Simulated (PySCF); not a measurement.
# Shapes and spin states of GeF(OH)

All numbers come from PySCF, PBE0, basis Ge def2-TZVP, F def2-TZVP, O def2-TZVP, H def2-TZVP (no relativity, density fitting).

Relaxations began from a few typed shapes and spin states; open shells are unrestricted. The search is not exhaustive: other isomers or separated fragments can lie lower, and high-lying points may rest on an excited occupation.

| spin | group | bonds | angles | imaginary modes (cm⁻¹) | ΔE (kJ/mol) | ΔE with ZPE (kJ/mol) |
| --- | --- | --- | --- | --- | --- | --- |
| singlet | Cs | Ge–F 1.767 Å, Ge–O 1.771 Å, O–H 0.964 Å | F–Ge–O 97.1°, Ge–O–H 113.9° | none | 0.0 | 0.0 |
| triplet | C1 | Ge–F 1.748 Å, Ge–O 1.792 Å, O–H 0.964 Å | F–Ge–O 115.6°, Ge–O–H 109.5° | none | 308.5 | 307.6 |
| triplet | Cs | Ge–F 1.794 Å, Ge–O 1.843 Å, O–H 0.967 Å | F–Ge–O 179.5°, Ge–O–H 107.4° | 198i | 371.3 | – |

The lowest minimum found is the singlet Cs: Ge–F 1.767 Å, Ge–O 1.771 Å, O–H 0.964 Å; F–Ge–O 97.1°, Ge–O–H 113.9°.
